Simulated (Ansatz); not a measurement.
`[CH3][GeH2][C](=N)F` → `[CH3][GeH]` + `N=CF` at 600 K and 1 bar (germylene formation by 1,1-elimination).

Calculated with Ansatz (gas phase, PBE0-D4/def2-TZVP geometries, no zero-point term in ΔE). CCSD(T)/CBS is the MP2 limit (def2-TZVPP, def2-QZVPP) plus CCSD(T) − MP2 in def2-TZVPP, frozen cores. This one scheme is used for every species. For Ge outer-core shells are correlated without core-valence functions, which leaves a few kJ/mol of doubt a bond. Scalar relativity is left out up to krypton. One conformer a species, not always the lowest.

| species | CCSD(T)/CBS energy (Eh) | H − E (kJ/mol) | S (J/(mol·K)) |
| --- | --- | --- | --- |
| `[CH3][GeH2][C](=N)F` | -2310.30220 | 263.9 | 455.4 |
| `[CH3][GeH]` | -2116.52215 | 142.6 | 321.7 |
| `N=CF` | -193.72220 | 115.2 | 286.5 |

H − E and S are ideal-gas, rigid-rotor, harmonic terms from PBE0-D4/def2-TZVP, for one conformer and one mirror image of each species. 1 Eh = 2625.50 kJ/mol, R = 8.31446 J/(mol·K).

**Question.** By hand: ΔE, ΔH, ΔS and ΔG.

**Answer.** ΔE = (-2116.52215) + (-193.72220) − (-2310.30220) = 0.05785 Eh = 151.9 kJ/mol. Δ(H − E) = 142.6 + 115.2 − 263.9 = -6.1, so ΔH = 145.8 kJ/mol. ΔS = 321.7 + 286.5 − 455.4 = 152.8 J/(mol·K). ΔG = 145.8 − 600 × (152.8)/1000 = 54.1 kJ/mol.

**Question.** By hand: the equilibrium constant, and the temperature at which ΔG would vanish if ΔH and ΔS stayed fixed.

**Answer.** log₁₀ K = −ΔG/(RT ln 10) = -4.7. ΔG = 0 at ΔH/ΔS = 954 K.

The number of gas molecules changes by +1, which sets the sign of ΔS. A doubt of 5 kJ/mol in ΔE shifts log₁₀ K by 0.4 here. Other conformers and mirror images would add mixing entropy, several J/(mol·K) or more a flexible species. Modes under 60 cm⁻¹, often nearly free rotors, make the harmonic entropy too high. These are equilibria of isolated gas molecules and say nothing of rates. Largest T1 diagnostic: 0.013 (customary marks: 0.02 for closed shells, 0.045 for open ones).
